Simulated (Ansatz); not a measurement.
Species: H3FSn, SMILES `[F][SnH3]` (charge 0, multiplicity 1), formula H$_{3}$FSn.

How many basis functions does frozen-core CCSD(T)/def2-TZVPP // PBE0-D3(BJ)/def2-TZVP run with Ansatz (a quantum-chemistry and plane-wave program) use, how many core orbitals are frozen, and how many electrons are correlated?

123 basis functions and 5 frozen orbitals, which leaves 24 correlated electrons (filled d shells below the valence shell are correlated). Core time is of the order of seconds.
